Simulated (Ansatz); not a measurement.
System: GeAsH4, charge 0, doublet. GeAsH4 (SMILES [AsH2][GeH2], doublet).
B3LYP-D3(BJ)/def2-TZVP minimum from Ansatz (an electronic-structure program):
```
Ge
H 1 1.5552
H 1 1.5552 2 106.87
As 1 2.4466 2 108.08 3 -116.12
H 4 1.5240 1 94.49 2 -75.65
H 4 1.5240 5 93.00 1 94.75
```
Charge 0, spin multiplicity 2.

Total energies in cc-pVDZ, 13 correlated electrons, 28 frozen orbitals. Open shells are spin-unrestricted; no spin-orbit coupling. Cores are frozen in correlated methods (noble-gas shells, and filled d and f shells in the p block). No relativity.

| method | program | energy (Eh) | minus CCSDT(Q) (mEh) |
|---|---|---|---|
| HF | Ansatz | -4311.80359 | 246.61 |
| MP2 | Ansatz | -4312.00014 | 50.05 |
| CCSD | Ansatz | -4312.04210 | 8.10 |
| CCSD(T) | Ansatz | -4312.04869 | 1.51 |
| CCSDT(Q) | Ansatz | -4312.05020 | 0.00 |

Rough core times of Ansatz's runs on a shared machine: CCSD(T) under 20 s, CCSDT(Q) 2 min.
